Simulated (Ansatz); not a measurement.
Cost and result for the atomization energy of `[CH3][InH][CH2]F` (10 atoms, 9 bonds).

```xyz
10

C    -1.763    0.663    0.088
In    0.222    0.233    0.788
C     1.618   -0.793   -0.545
F     1.024   -1.070   -1.776
H    -2.501    0.193    0.741
H    -1.941    1.740    0.108
H    -1.900    0.297   -0.929
H     0.776    0.666    2.373
H     1.956   -1.742   -0.115
H     2.510   -0.186   -0.732
```

Total charge 0; spin multiplicity 1. Correlated methods include outer-core shells of In, which these sets cover unevenly. In takes the def2 core potential. Geometry: relaxed with PBE0-D4/def2-TZVP. It is one conformer, not always the lowest. Program: Ansatz. All runs use 4 threads of an Arm Neoverse V1 on a shared host. Times are those of one run each, without the atoms' runs, and a repeat can differ threefold. Electronic energies, without spin–orbit coupling; frozen cores. CCSD(T)/CBS adds CCSD(T) − MP2 in def2-TZVPP to the MP2 limit, and its time is that of the two runs behind it. T1 = 0.012. With those shells the extrapolation isn't a true limit. B3LYP takes the VWN-RPA correlation (the form of Gaussian; ORCA's B3LYP/G).

CCSD(T)/CBS is a level of theory with its own doubt, some kJ/mol a heavy atom from the limit and from the frozen cores, so smaller differences don't rank the functionals.

| level | functions | wall time | atomization (kJ/mol) | difference from CCSD(T)/CBS | per bond |
| --- | --- | --- | --- | --- | --- |
| PBE-D4/def2-TZVPP (with forces) | 227 | 2.2 s | 3290.2 | 38.7 | 4.3 |
| PBE0-D4/def2-TZVPP | 227 | 2.5 s | 3239.8 | -11.7 | -1.3 |
| B3LYP-D4/def2-TZVPP (with forces) | 227 | 4 s | 3229.3 | -22.2 | -2.5 |
| r2SCAN-D4/def2-TZVPP (with forces) | 227 | 4.3 s | 3247.3 | -4.2 | -0.5 |
| B2PLYP/def2-TZVPP | 227 | 4.8 s | 3199.6 | -51.9 | -5.8 |
| ωB97X-V/def2-TZVPP | 227 | 7 s | 3258.0 | 6.5 | 0.7 |
| ωB97M-V/def2-TZVPP (with forces) | 227 | 10 s | 3253.9 | 2.4 | 0.3 |
| MP2/def2-QZVPP | 433 | 17 s | 3242.9 | -8.6 | -1.0 |
| CCSD(T)/def2-TZVPP | 227 | 2.4 min | 3178.5 | -73.0 | -8.1 |
| CCSD(T)/CBS(def2) | – | 2.7 min | 3251.5 | 0.0 | 0.0 |

The D4 term adds +24.2 kJ/mol with B3LYP and +12.7 kJ/mol with PBE0; it sums over pairs of atoms, weighted by their polarisabilities, and B3LYP, whose exchange is more repulsive, gets the larger term. From PBE to PBE0 (25 % exact exchange), in def2-TZVPP and without D4, the atomization energy moves by −48.1 kJ/mol: exact exchange takes away binding that semilocal exchange gives to molecules. In def2-TZVPP, CCSD(T) changes the Hartree–Fock value by +819.2 kJ/mol (the triples alone add +44.0 kJ/mol) and MP2 by +840.2 kJ/mol; breaking electron pairs costs correlation energy, which Hartree–Fock lacks.

Spin–orbit coupling would lower the free In atoms strongly, and the atomization energy with them, by more than many differences here.
